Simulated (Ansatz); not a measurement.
Basis-set extrapolation for BH7O3Si2, SMILES `OB(O[SiH3])O[SiH3]` (PBE0-D4/def2-TZVP geometry, frozen core, Ansatz). Multiplicity 1, RHF reference.

|  | def2-TZVPP | def2-QZVPP |
| --- | --- | --- |
| HF | -831.605701 | -831.637058 |
| MP2 correlation | -1.045753 | -1.129034 |
| CCSD(T) correlation | -1.130604 | not run |

Energies in hartree. Use E(X) = E(∞) + A·exp(−7.88·√X) for Hartree–Fock and E(X) = E(∞) + B·X^(−2.97) for correlation, with X = 3 and 4, and add CCSD(T) minus MP2 of the smaller set to the MP2 limit.

What is the CCSD(T) energy at the basis-set limit?

HF limit: -831.637058 + (-0.031357) × 0.13774 = -831.64138. MP2 limit: -1.129034 + (-0.083281) × 0.74074 = -1.19072. Higher-order term: -1.130604 − (-1.045753) = -0.08485. Total: -832.91695 hartree, 4.92 eV below CCSD(T)/def2-TZVPP.
